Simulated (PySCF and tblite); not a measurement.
Values are calculated unless marked as measured or tabulated.
Stationary points of C₉H₁₀O at GFN2-xTB, in Å:

Structure A

```
 1 C     2.449    0.861    0.243
 2 C     2.574   -0.518    0.215
 3 C     1.452   -1.307    0.047
 4 C     0.197   -0.728   -0.099
 5 C     0.069    0.657   -0.068
 6 C     1.203    1.442    0.102
 7 C    -1.288    1.283   -0.238
 8 C    -2.379    0.260    0.075
 9 O    -2.180   -0.924   -0.662
10 C    -1.020   -1.606   -0.251
11 H     3.322    1.482    0.375
12 H     3.545   -0.978    0.324
13 H     1.542   -2.384    0.026
14 H     1.100    2.517    0.125
15 H    -1.398    1.613   -1.276
16 H    -1.391    2.157    0.408
17 H    -2.384    0.036    1.154
18 H    -3.364    0.633   -0.213
19 H    -1.207   -2.110    0.716
20 H    -0.845   -2.377   -1.006
```

Structure B

```
 1 C     2.468    0.835    0.284
 2 C     2.607   -0.543    0.232
 3 C     1.493   -1.343    0.054
 4 C     0.242   -0.767   -0.100
 5 C     0.100    0.618   -0.058
 6 C     1.219    1.412    0.144
 7 C    -1.262    1.207   -0.288
 8 C    -2.412    0.292    0.198
 9 O    -2.013   -0.992    0.613
10 C    -1.026   -1.560   -0.223
11 H     3.336    1.460    0.436
12 H     3.583   -0.993    0.342
13 H     1.591   -2.419    0.030
14 H     1.111    2.487    0.186
15 H    -1.373    1.371   -1.364
16 H    -1.331    2.182    0.197
17 H    -2.904    0.726    1.071
18 H    -3.160    0.196   -0.606
19 H    -0.891   -2.587    0.122
20 H    -1.378   -1.581   -1.269
```

The path came from a restrained scan, a climbing-image band and a saddle search at GFN2-xTB; energies are PBE0/pcSseg-1 + D3(BJ), IEF-PCM tetrahydrofuran//GFN2-xTB, thermal terms GFN2-xTB.

**Question.** Which structure is a saddle point, and along which motion?

**Answer.** B: one imaginary mode (84i cm⁻¹ at GFN2-xTB, mostly on C8, H17, H18), along the inversion of the 6-membered ring (4–5–7–8–9–10).

**Question.** Give their symmetry and energies above the lowest.

**Answer.** A C1, 0.0 kcal/mol; B C1, 3.7 kcal/mol.
